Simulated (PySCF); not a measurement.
Working out the ionisation energy of Sn⁺

Sn⁺ [Kr] 4d10 5s2 5p1 (2P) → Sn²⁺ [Kr] 4d10 5s2 (1S). Computed with PySCF 2.14 in def2-QZVPPD with the def2 core potential (28 electrons) (8s6p5d4f1g, 88 functions), with a scalar-relativistic core potential. Frozen: nothing. Energies in hartree (1 hartree = 27.21139 eV):

| part | Sn⁺ (lower) | Sn²⁺ (upper) |
| --- | --- | --- |
| UHF | -213.088997 | -212.583457 |
| MP2 opposite-spin | -0.405943 | -0.397802 |
| MP2 same-spin | -0.215511 | -0.209806 |

Problem. What does Hartree-Fock give?

Solution. (-212.583457) − (-213.088997) = 0.505540 hartree = 13.756 eV.

Problem. What do MP2 and SCS-MP2 (6/5 opposite-spin, 1/3 same-spin) give?

Solution. The opposite-spin parts differ by 0.222 eV and the same-spin parts by 0.155 eV. MP2: 13.756 + (0.222) + (0.155) = 14.133 eV. SCS-MP2: 13.756 + 1.2 × (0.222) + (0.155)/3 = 14.074 eV.

Measured between the centres of the two terms (NIST): 14.282 eV, so MP2 (valence and next inner shell) is off by -0.149 eV.

What remains against the reference includes basis incompleteness and correlation beyond second order.
